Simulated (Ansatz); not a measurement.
`CS[SiH2]O` + H₂ → silanol + CH₃SH at 500 K and 1 bar (hydrogenolysis of the Si–S bond).

Program: Ansatz. Geometries: PBE0-D4/def2-TZVP. ΔE: electronic, gas phase. CCSD(T)/CBS is the MP2 limit (def2-TZVPP, def2-QZVPP) plus CCSD(T) − MP2 in def2-TZVPP, frozen cores. This one scheme is used for every species. Each species was taken in one conformer, which may not be the lowest.

```json
{"species": "`CS[SiH2]O`", "CCSD(T)/CBS energy (Eh)": "-803.76359", "H − E (kJ/mol)": "230.3", "S (J/(mol·K))": "400.4"}
{"species": "H₂", "CCSD(T)/CBS energy (Eh)": "-1.17544", "H − E (kJ/mol)": "41.0", "S (J/(mol·K))": "145.5"}
{"species": "`O[SiH3]`", "CCSD(T)/CBS energy (Eh)": "-366.69042", "H − E (kJ/mol)": "127.5", "S (J/(mol·K))": "292.9"}
{"species": "CH₃SH", "CCSD(T)/CBS energy (Eh)": "-438.22835", "H − E (kJ/mol)": "145.1", "S (J/(mol·K))": "283.7"}
```

H − E and S are ideal-gas, rigid-rotor, harmonic terms from PBE0-D4/def2-TZVP, for one conformer and one mirror image of each species. The MP2-based limit puts H₂ 0.8 mEh under its directly extrapolated value; such offsets cancel only in part. 1 Eh = 2625.50 kJ/mol, R = 8.31446 J/(mol·K).

Problem. By hand: ΔE, ΔH, ΔS and ΔG.

Solution. ΔE = (-366.69042) + (-438.22835) − (-803.76359) − (-1.17544) = 0.02026 Eh = 53.2 kJ/mol. Δ(H − E) = 127.5 + 145.1 − 230.3 − 41.0 = 1.3, so ΔH = 54.5 kJ/mol. ΔS = 292.9 + 283.7 − 400.4 − 145.5 = 30.7 J/(mol·K). ΔG = 54.5 − 500 × (30.7)/1000 = 39.1 kJ/mol.

Problem. By hand: the equilibrium constant, and the temperature at which ΔG would vanish if ΔH and ΔS stayed fixed.

Solution. log₁₀ K = −ΔG/(RT ln 10) = -4.1. ΔG = 0 at ΔH/ΔS = 1775 K.

ΔH outweighs TΔS. A doubt of 5 kJ/mol in ΔE shifts log₁₀ K by 0.5 here. Other conformers and mirror images would add mixing entropy, several J/(mol·K) or more a flexible species. These are equilibria of isolated gas molecules and say nothing of rates. Largest T1 diagnostic: 0.011 (customary marks: 0.02 for closed shells, 0.045 for open ones).
